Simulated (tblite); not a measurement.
Species: C7H9FN (doublet state).
Cartesian coordinates in Å at the GFN2-xTB level; atoms count from 1:
```xyz
18
C7H9FN angstrom
C      0.978    1.720    0.200
C      0.795    0.384   -0.039
C      2.028   -0.485   -0.131
F      2.137   -1.072   -1.375
C     -0.452   -0.226   -0.208
C     -0.592   -1.701   -0.349
C     -1.708    0.599   -0.205
C     -2.025    0.956    1.159
N     -2.246    1.213    2.251
H      0.161    2.403    0.331
H      1.966    2.130    0.303
H      2.937    0.106    0.011
H      2.001   -1.304    0.595
H     -0.193   -2.216    0.529
H     -0.029   -2.062   -1.211
H     -1.632   -1.991   -0.470
H     -2.548    0.034   -0.617
H     -1.586    1.518   -0.786
```

Method: GFN2-xTB as coded in tblite; computed harmonic values from a numerical Hessian at the method's own geometry, unscaled. The method is semi-empirical: single wavenumbers can be off by several per cent or more. One conformer, not necessarily the lowest. Open shells enter through the occupations alone, without spin polarisation, and single modes of such species can be off by tens of per cent.

Harmonic wavenumbers (cm⁻¹): 33.8, 52.5, 66.2, 119.7, 141.9, 214.0, 279.2, 339.4, 358.1, 401.6, 435.6, 461.2, 527.4, 564.0, 625.8, 765.3, 770.9, 891.6, 931.3, 961.0, 972.2, 998.1, 1006.2, 1027.6, 1086.6, 1162.5, 1207.4, 1229.2, 1268.9, 1308.4, 1374.1, 1397.2, 1420.6, 1435.7, 1444.5, 1466.1, 1482.9, 1501.3, 2404.0, 2929.9, 2943.5, 2958.7, 2969.2, 2969.8, 2993.4, 3044.3, 3133.0, 3162.2.

A = 2968, B = 1009, C = 846.2 MHz; mass 126.072 u (most abundant isotopes); point group C1, symmetry number 1; spin multiplicity 2.

Q: Zero-point energy?

A: Half the sum of the wavenumbers: 30619 cm⁻¹ = 87.54 kcal/mol.

Q: Give the ideal-gas entropy at 500 K and 1 bar in the rigid-rotor, harmonic-oscillator model (classical rotation).

A: Translation 43.00, rotation 30.77, vibration 51.85, spin (R ln 2) 1.38: S = 127.0 cal/(mol K).

Q: And Cp and H(500 K) − H(0)?

A: Cp = 55.10 cal/(mol K), of which vibrations give 47.15 (their classical limit is 48 R = 95.4); H(500 K) − H(0) = 16.61 kcal/mol without the zero-point energy, 12.63 from vibrations.

Q: Blend soft modes into free rotors: weight 1/[1 + (100 cm⁻¹/ν̃)⁴] for the oscillator and the rest for a rotor with moment μB/(μ + B), μ = h/(8π²ν), B = 10⁻⁴⁴ kg m². What vibrational entropy results?

A: 46.36 cal/(mol K) in place of 51.85, which changes −T·S at 500 K by +2.75 kcal/mol.

Q: What must be added to the electronic energy to get the Gibbs energy at 500 K and 1 bar?

A: ZPE + [H(500 K) − H(0)] − T·S = 87.54 + 16.61 − 63.50 = 40.65 kcal/mol.

Q: How do the functions run with temperature in this model?

A: 
```tsv
T (K)	S (cal/(mol K))	Cp (cal/(mol K))	H − H(0) (kcal/mol)	G − H(0) (kcal/mol)	ln q(vib)
50	61.8	14.5	0.55	-2.54	0.94
100	73.4	19.4	1.40	-5.94	2.50
298.15	103.1	38.2	7.11	-23.62	8.11
373.15	112.4	45.0	10.24	-31.70	10.10
750	152.2	69.2	32.28	-81.89	19.51
1000	173.5	78.4	50.82	-122.68	25.15
```

q(vib) and H(0) count from the zero-point level.

Q: Which modes carry the vibrational entropy at 500 K?

A: 33.8 cm⁻¹: 6.62; 52.5 cm⁻¹: 5.74; 66.2 cm⁻¹: 5.29; 119.7 cm⁻¹: 4.12; 141.9 cm⁻¹: 3.78; 214.0 cm⁻¹: 2.98 cal/(mol K); the other 42 give 23.33 together.

Hindered rotation and anharmonicity are outside this model. Other conformers, if any are populated, would add a mixing term that is left out. The structure is chiral; the term R ln 2 for an equal mix with its mirror image is left out.
